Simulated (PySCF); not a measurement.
Species: C6H13FGe.
Atom-mapped SMILES: `[CH3:1][Ge@@H:2]1[CH2:3][CH2:4][CH2:5][CH2:6][C@@H:7]1[F:8]` (hydrogens: H9, H10, H11 on C1; H12 on Ge2; H13, H14 on C3; H15, H16 on C4; H17, H18 on C5; H19, H20 on C6; H21 on C7)

Level of theory: PBE0-D3(BJ)/def2-SVP geometry optimisation, gas phase (PySCF 2.14.0).

What internal coordinates does the optimisation give?

| bond | length (pm) |
| --- | --- |
| C1–Ge2 | 194.7 |
| Ge2–C3 | 195.9 |
| C3–C4 | 153.1 |
| C4–C5 | 152.9 |
| C5–C6 | 152.9 |
| C6–C7 | 151.7 |
| C7–F8 | 139.8 |
| Ge2–C7 | 198.1 |
| C1–H9, C1–H10, C1–H11 | 110.0 |
| Ge2–H12 | 154.9 |
| C3–H13 | 110.1 |
| C3–H14 | 110.3 |
| C4–H15 | 110.6 |
| C4–H16 | 110.4 |
| C5–H17 | 110.4 |
| C5–H18 | 110.2 |
| C6–H19 | 110.4 |
| C6–H20 | 110.5 |
| C7–H21 | 110.3 |

Bonds in one row agree within 1 pm and their mean is given. A selection of angles:
| angle | degrees |
| --- | --- |
| Ge2–C1–H9 | 109.3 |
| Ge2–C1–H10 | 110.8 |
| H9–C1–H10 | 108.5 |
| H9–C1–H11 | 108.8 |
| C1–Ge2–C3 | 113.7 |
| C1–Ge2–C7 | 110.5 |
| C1–Ge2–H12 | 111.4 |
| C3–Ge2–C7 | 101.6 |
| C3–Ge2–H12 | 110.1 |
| C7–Ge2–H12 | 109.0 |
| Ge2–C3–C4 | 110.7 |
| Ge2–C3–H13 | 110.5 |
| Ge2–C3–H14 | 107.6 |
| C4–C3–H13 | 111.0 |
| C4–C3–H14 | 110.2 |
| H13–C3–H14 | 106.7 |
| C3–C4–C5 | 114.3 |
| C3–C4–H15 | 109.6 |
| C3–C4–H16 | 109.5 |
| C5–C4–H15 | 108.9 |
| C5–C4–H16 | 108.6 |
| H15–C4–H16 | 105.5 |
| C4–C5–C6 | 115.3 |
| C4–C5–H17 | 109.4 |
| C4–C5–H18 | 108.9 |
| C6–C5–H17 | 108.4 |
| C6–C5–H18 | 108.4 |
| H17–C5–H18 | 106.1 |
| C5–C6–C7 | 114.4 |
| C5–C6–H19 | 109.3 |
| C5–C6–H20 | 110.0 |
| C7–C6–H19 | 108.5 |
| C7–C6–H20 | 108.1 |
| H19–C6–H20 | 106.3 |
| C6–C7–F8 | 108.8 |
| C6–C7–H21 | 110.3 |
| F8–C7–H21 | 107.2 |
| Ge2–C7–C6 | 111.4 |
| Ge2–C7–F8 | 106.5 |
| Ge2–C7–H21 | 112.4 |

Torsions: C1–Ge2–C3–C4 -162° (antiperiplanar); Ge2–C3–C4–C5 56° (synclinal); C3–C4–C5–C6 -67° (synclinal); C4–C5–C6–C7 66° (synclinal); C5–C6–C7–F8 62° (synclinal); C1–Ge2–C7–C6 164° (antiperiplanar).

The 6-membered ring Ge2–C3–C4–C5–C6–C7 has internal angles of 101.6° to 115.3°; it is puckered, 0.24 Å rms from its mean plane, widest ring torsion 67°. Of the pairs four or more bonds apart, F8···H17 is among the closest relative to their van der Waals radii: 2.61 Å, 98 % of the sum of Bondi's values. The C–Ge distances run from 1.947 Å (C1–Ge2, drawn single) to 1.981 Å (Ge2–C7, drawn single), a spread of 0.034 Å. Ge2 (germanium bonded to 3 C and H) is distorted tetrahedral (angles from 101.6° to 113.7°).

Point group: C1 (no symmetry element, even within 0.4 Å). No frequency check. The numbers are those of one conformer.
